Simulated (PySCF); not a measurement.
# One molecule, several mistakes: AlB3H6

These are calculations, not measurements. The program is PySCF 2.14.0, an open-source quantum chemistry code, run on an isolated molecule that a program drew, which may never have been made. The molecule is AlB3H6 (charge 0, singlet), drawn as the SMILES string `[BH2][Al]([BH2])[BH2]`.

Each row is a Hartree-Fock (HF) and frozen-core CCSD(T) single point in the cc-pV(D+d)Z basis, meant for a local HF minimum. Run 1 is clean. Each other run has one planted mistake out of seven kinds, and not every kind appears here: one electron removed, one electron added, multiplicity raised by two, geometry at a saddle point, minimal basis STO-3G, one bond length entered in bohr, all coordinates scaled. The reference is restricted for singlets and unrestricted otherwise, and also for a bond in bohr. Adding or removing an electron swaps singlet and doublet. Electrons count all cores. HOMO and LUMO are orbital energies over both spins, the gradient is its largest component, and the lowest frequency (negative if imaginary) is given only where the gradient is small. Bond lengths are over the 9 bonds as drawn. T1 is the CCSD diagnostic: over 0.02 (restricted) or 0.045 (unrestricted) a single reference is doubtful.

Geometry of the clean run:
```xyz
10
AlB3H6, angstrom
B    -0.2643   -2.2393    0.1039
Al   -0.4814   -0.1030   -0.0978
B     0.1660    1.2015    1.4930
B    -1.3464    0.7281   -1.8901
H    -1.1208   -2.9388    0.5848
H     0.7236   -2.8303   -0.2551
H     1.2844    1.6483    1.5548
H    -0.5612    1.5427    2.3924
H    -2.5298    0.9260   -2.0109
H    -0.6858    1.0322   -2.8520
```

```
run  electrons  basis functions  <S^2>  HOMO (eV)  LUMO (eV)  gradient (hartree/bohr)  lowest frequency (cm^-1)  mean bond (Å)  longest bond (Å)      T1  HF (hartree)  CCSD(T) (hartree)               mistake
  1         34               95  0.000      -9.48       1.08                  1.6e-05                       129         1.5228             2.157  0.0169    -319.34296         -319.72290              no fault
  2         34               30  0.000      -7.23       6.93                  2.6e-02                         -         1.5228             2.157  0.0106    -315.50531         -315.68325  minimal basis STO-3G
  3         35               95  0.801      -0.58       5.44                  1.7e-02                         -         1.5228             2.157  0.0351    -319.32971         -319.73892    one electron added
  4         34               95  0.671      -8.81       0.75                  2.1e-02                         -         1.6421             2.279  0.0632    -319.23011         -319.60882                     ?
```

**Which mistake was planted in run 4, and what did it cost?**

The mean bond changes by a factor of 1.078 and the longest by 1.057, so the molecule wasn't scaled as a whole. A length L in bohr read as angstrom grows by (1/0.5292 - 1) L = 0.890 L. The 9 bonds together grew by 9 x 0.1193 = 1.074 Å, which gives L = 1.207 Å. That is the length of one of the B-H bonds, 1.206 Å in the clean geometry. So the mistake is: one bond length entered in bohr. Subtracting run 1 and multiplying by 627.51 kcal/mol a hartree, the energy moved by 70.8 kcal/mol in HF and 71.6 kcal/mol in CCSD(T).

Cautions from the logs. Run 4: T1 is over the limit, so its CCSD(T) energy is less reliable.
